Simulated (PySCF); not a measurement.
## Correlation energy of Cu²⁺ (copper, charge +2)

[Ar] 3d8 4p1, one real determinant (an excited configuration). Calculation: PySCF 2.14, in aug-cc-pwCVTZ-DK; the spin-free X2C one-electron Hamiltonian (Gaussian nucleus). Frozen: [Ne]; 17 electrons correlated.

MP2 pair energies summed by pair of shells (mhartree):

```tsv
pair	energy	share (%)
3d-3d	-270.61	37.3
3p-3d	-258.54	35.6
3p-3p	-70.68	9.7
3s-3d	-57.23	7.9
3s-3p	-38.12	5.3
3d-4p	-19.65	2.7
3s-3s	-5.42	0.7
3p-4p	-5.11	0.7
3s-4p	-0.66	0.1
```

Total MP2 correlation energy: -726.02 mhartree.

Same-spin part -230.53 and opposite-spin part -495.49 mhartree; SCS-MP2 scales them by 1/3 and 6/5 to -671.44 mhartree.

The reference is one real determinant that mixes LS terms of this configuration.
